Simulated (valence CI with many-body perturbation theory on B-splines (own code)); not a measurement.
# Tc XXX: fill in the table

Method: relativistic CI+MBPT: four valence electrons over a frozen Dirac-Fock core [Ne], a basis of 11 s, 11 p, 9 d, 7 f, 5 g, 2 h, 1 i functions for each j, with the one-electron correlation potential Σ1 (screened to all orders), the two-electron term Σ2, the three-electron term Σ3, Breit, model QED; selected single and double excitations, second order for the rest (own B-spline code, finite nucleus).

No measured spectrum was set against this ion. As an estimate, large intervals hold to a few tenths of a per cent, small ones and those within an open d or f shell to about a per cent.

```csv
Level,E (cm⁻¹)
(3s^2 3p1/2^2) J=0,0
(3s^2 3p1/2 3p3/2) J=1,183560
(3s^2 3p1/2 3p3/2) J=2,?
(3s^2 3p3/2^2) J=2,431390
(3s^2 3p3/2^2) J=0,517390
(3s 3p1/2^2 3p3/2) J=2,?
(3s 3p1/2^2 3p3/2) J=1,867850
(3s 3p1/2 3p3/2^2) J=2 [a],929640
(3s 3p1/2 3p3/2^2) J=3,986090
(3s^2 3p1/2 3d3/2) J=2,1035100
(3s 3p1/2 3p3/2^2) J=0,?
(3s 3p1/2 3p3/2^2) J=1 [a],1087900
(3s 3p1/2 3p3/2^2) J=2 [b],1131800
(3s^2 3p1/2 3d5/2) J=3,1180900
(3s 3p1/2 3p3/2^2) J=1 [b],?
(3s^2 3p1/2 3d5/2) J=2 [a],?
(3s^2 3p1/2 3d3/2) J=1,1238000
(3s^2 3p1/2 3d5/2) J=2 [b],1260600
(3s^2 3p3/2 3d5/2) J=4,?
(3s^2 3p3/2 3d3/2) J=1,1378000
```

Levels are named by their leading jj configuration (3d3/2^4 stands for four electrons in 3d with j = 3/2), which in mixed levels can hold well under half, so a name can repeat and another be missing. Letters in brackets count levels of one name in rising energy.

Problem. The levels stand in rising order. What does the calculation give for the missing energies?

Solution. (3s^2 3p1/2 3p3/2) J=2 220300; (3s 3p1/2^2 3p3/2) J=2 743820; (3s 3p1/2 3p3/2^2) J=0 1066900; (3s 3p1/2 3p3/2^2) J=1 [b] 1183500; (3s^2 3p1/2 3d5/2) J=2 [a] 1218600; (3s^2 3p3/2 3d5/2) J=4 1341200.
